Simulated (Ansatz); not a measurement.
Ideal-gas functions of `O[Si](O)(O)[S]` radical at 500 K and 1 bar, from an Ansatz frequency run at PBE0-D4/def2-TZVP.

Molar mass 111.17 g/mol, point group C1 (symmetry number 1), electronic degeneracy 2, moments of inertia 125.176, 205.009, 214.393 u Å². Harmonic wavenumbers (cm⁻¹, unscaled): 103, 182, 207, 257, 305, 320, 334, 344, 531, 802, 818, 832, 859, 978, 994, 3906, 3916, 3928.

Use S(trans) = R[1.5 ln M + 2.5 ln T − 1.1517]; rotational temperatures θ = 24.2544 K / I; S(rot) = R[ln(√π/σ · √(T³/θAθBθC)) + 1.5]; for each mode x = 1.438777 ν̃/T, S = R[x/(eˣ − 1) − ln(1 − e⁻ˣ)] and H = RT x/(eˣ − 1); 1 cm⁻¹ = 0.0119627 kJ/mol; R = 8.31446 J/(mol·K).

Task: By hand: the entropy, in J/(mol·K).

Result: Translation 178.4. Rotation: θ = 0.1938, 0.1183, 0.1131 K, giving 119.5. Vibration, mode by mode: 18.46, 13.79, 12.74, 11.01, 9.66, 9.29, 8.96, 8.73, 5.55, 2.99, 2.88, 2.79, 2.63, 2.01, 1.93, 0.00, 0.00, 0.00, in all 113.4. Electronic 5.8. Sum 417.1 J/(mol·K).

Task: By hand: H − E and G − E in kJ/mol, counted from the electronic energy.

Result: Zero-point energy ½ × 19616 × 0.0119627 = 117.3; thermal vibration 29.9; translation, rotation and pV give 4 RT = 16.6. H − E = 163.8 kJ/mol, and G − E = 163.8 − 500 × 417.1/1000 = -44.8 kJ/mol.

Vibration gives 27 % of the entropy, 18.5 J/(mol·K) of it from the mode under 150 cm⁻¹: soft modes count most, and the harmonic formula is weakest for them. The sum counts one conformer and one mirror image; others add a mixing term.
